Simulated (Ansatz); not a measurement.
Calculated with Ansatz (gas phase, PBE0-D4/def2-TZVP geometries, no zero-point term in ΔE). CCSD(T)/CBS adds triple-zeta CCSD(T) − MP2 to the extrapolated MP2 energy (def2 sets, frozen cores). This one scheme is used for every species. Functionals use def2-TZVPP. B3LYP here is the variant with VWN-RPA as its local correlation; programs differ in this. HSE06 is defined as in plane-wave codes. One conformer a species, not always the lowest.

Reaction (formal exchange of groups at a C–N bond): `CNCS` + `B1C=N1` → `CB1C=N1` + `NCS`

(1) Is it downhill or uphill in electronic energy at CCSD(T)/CBS, and by how much? (An estimate is asked.)

(2) What do these levels give: r2SCAN-D4, B3LYP-D4, r2SCAN0-D4, HSE06-D4, BHLYP-D4, SCS-MP2/def2-TZVPP? (Best estimate.)

Largest T1 diagnostic among the species: 0.011.

## Answers

(1) The calculation gave: Downhill: ΔE = -79.1 kJ/mol.

(2) Ansatz gave: r2SCAN-D4 -83.0, B3LYP-D4 -78.4, r2SCAN0-D4 -83.0, HSE06-D4 -82.2, BHLYP-D4 -77.8, SCS-MP2/def2-TZVPP -76.4 kJ/mol.

Leaving LDA and LC-ωPBE aside and taking each functional with its dispersion term where it has one, the values, not all of them listed here, spread over 9.3 kJ/mol, from B97M-V to ωB97X-V. At CCSD(T), def2-SVP lies +8.9 kJ/mol from the extrapolated value and def2-TZVPP +0.9 kJ/mol.
